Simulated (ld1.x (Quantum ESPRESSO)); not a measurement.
# What the settings do to the TM potential of hafnium

Base potential:

Hf (Z = 72), norm-conserving Troullier–Martins (Kleinman–Bylander form), made with ld1.x (Quantum ESPRESSO) 7.5 (PBE, fully relativistic). Core [Kr] 4d10 4f14, reference 5s2 5p6 5d2 6s2 6p0. Waves: 5s (bound): rc 1.75 bohr; 5d (bound): rc 2.10 bohr; 5p (bound): rc 1.15 bohr. Local part: the p channel. Core correction: Bessel-smoothed model core inside 0.65 bohr.

Open shells are filled in proportion to 2j + 1 (rel_dist='average').

Occupied shells without a wave of their own: 6s. They enter only through the test configuration that unscreens the potential, and ld1.x also counts them in the model core charge.

Cutoffs, loose and tight: the cutoffs (Ry, on a coarse ladder) from which the occupation-weighted sum of valence levels, in a spherical-Bessel basis at the reference potential, stays within 10 and 1 mRy of its value at 400 Ry. They do not see the model core or the augmentation charge, which bear on the density cutoff. Test errors are all-electron minus pseudo excitation energies from the reference, over the configurations 5s2 5p6 5d2 6s1 6p0; 5s2 5p6 5d2 6s0 6p0; 5s2 5p6 5d1 6s0 6p0; 5s2 5p6 5d2 6s1.5 6p0; 5s2 5p6 5d3 6s1 6p0; 5s2 5p6 5d2 6s0 6p1; 5s1 5p6 5d2 6s2 6p0. A dash means not determined; rows that change the core or the reference have their own tests.

With those shells counted twice in exchange and correlation these files are broken, and their errors move erratically; no question is asked of them.

Cutoffs are not given where the Bessel-basis levels miss the radial ones by over 6 mRy, ghosts where they miss by over 20 mRy; a channel whose overlap is not positive is not tested.

| change | outcome | cutoff, loose | cutoff, tight | bound ghosts | largest test error (meV) |
| --- | --- | --- | --- | --- | --- |
| base | generated, misses its reference levels by 5.44 eV | – | – | not determined | -2529 |
| functional LDA (PZ) | generated, misses its reference levels by 5.50 eV | – | – | not determined | -2664 |
| type TM semilocal; scalar-relativistic | generated, misses its reference levels by 1.03 eV | 100 Ry | 160 Ry | none | -5412 |
| local potential all-electron potential smoothed inside 1.70 bohr (lloc = -1) | generated, misses its reference levels by 0.15 eV | – | – | none | -1615 |
| scalar-relativistic | generated, misses its reference levels by 0.35 eV | 100 Ry | 160 Ry | none | -2483 |
| wave 5d (bound): rc 2.10 bohr becomes 5d (bound): rc 2.90 bohr | generated, misses its reference levels by 5.44 eV | – | – | not determined | -2522 |
| wave 5s (bound): rc 1.75 bohr becomes 5s (bound): rc 1.78 bohr | generated, misses its reference levels by 5.44 eV | – | – | not determined | -2664 |
| core correction Bessel-smoothed model core inside 1.00 bohr | generated, misses its reference levels by 5.44 eV | – | – | not determined | -2529 |
| reference 5s2 5p6 5d2 6s0 6p0 | generated, misses its reference levels by 5.45 eV | – | – | not determined | +988 |
| all radii but the core radius scaled by about 0.79 (s 1.38, p 0.90, d 1.66 bohr) | generated, misses its reference levels by 6.13 eV | – | – | not determined | -1218 |
| wave 5p (bound): rc 1.15 bohr becomes 5p (bound): rc 1.70 bohr | generated, misses its reference levels by 5.41 eV | – | – | not determined | +2790 |
